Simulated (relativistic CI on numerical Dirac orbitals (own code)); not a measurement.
**Spin-allowed bands of a d2 ion in a tetrahedral site, by hand**

Problem. Take Δ = 7150 cm⁻¹ and B = 780 cm⁻¹ for a d2 ion in a tetrahedral site. Calculate the three spin-allowed bands.

Working.
1. The terms of highest spin are 3F (energy 0) and 3P (15B = 11700 cm⁻¹). Here the F term splits into A2 at −1.2Δ = -8580, T2 at −0.2Δ = -1430 and T1 at +0.6Δ = 4290 cm⁻¹.
2. The two T1 states mix through the element 0.4Δ: H = [[4290, 2860], [2860, 11700]], with roots ½(H₁₁ + H₂₂) ∓ ½√[(H₂₂ − H₁₁)² + 4H₁₂²] = ½(15990) ∓ ½(9361) = 3315 and 12675 cm⁻¹.
3. The ground term is 3A2 at -8580 cm⁻¹.
4. Bands: 3T2 7150 cm⁻¹ (1399 nm), 3T1(F) 11895 cm⁻¹ (841 nm), 3T1(P) 21255 cm⁻¹ (470 nm).

Check. Exact diagonalisation of the whole d2 shell with these parameters gives 3T2 7150, 3T1 11895, 3T1 21255 cm⁻¹. The match is exact, since without spin-orbit coupling no other term has this spin. The ratio of the second band to the first, 1.664, depends on Δ/B = 9.2 alone, which is how a Tanabe-Sugano diagram is read.
